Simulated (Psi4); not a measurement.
Dimer: H2S (SMILES S) (first 3 atoms) with Si2H6 (SMILES [SiH3][SiH3]); geometry from B3LYP-D3(BJ)/def2-TZVP, rigid monomers moved along the line of their centres of mass till S1···Si4 is 6.58 Å.
(charge 0, multiplicity 1):
```xyz
11

S      0.11707    -0.62045     0.19740
H      0.56597     0.62354    -0.03293
H     -1.16582    -0.24741     0.06577
Si     1.28329     0.53627     6.56852
Si    -0.95631     1.23559     6.41204
H      2.13058     1.25454     5.58678
H      1.40088    -0.92061     6.32823
H      1.81253     0.82760     7.92566
H     -1.44456     1.70392     7.73449
H     -1.83517     0.12874     5.96574
H     -1.09265     2.35980     5.45379
```

Computed with SAPT0/jun-cc-pV(D+d)Z run with Psi4.

### Question
Give the four SAPT terms and the total, and say what mostly holds the pair together.

### Answer
electrostatics -0.3, exchange 0.0, induction 0.0, dispersion -0.3, total -0.6 kJ/mol; the largest attraction is electrostatics.
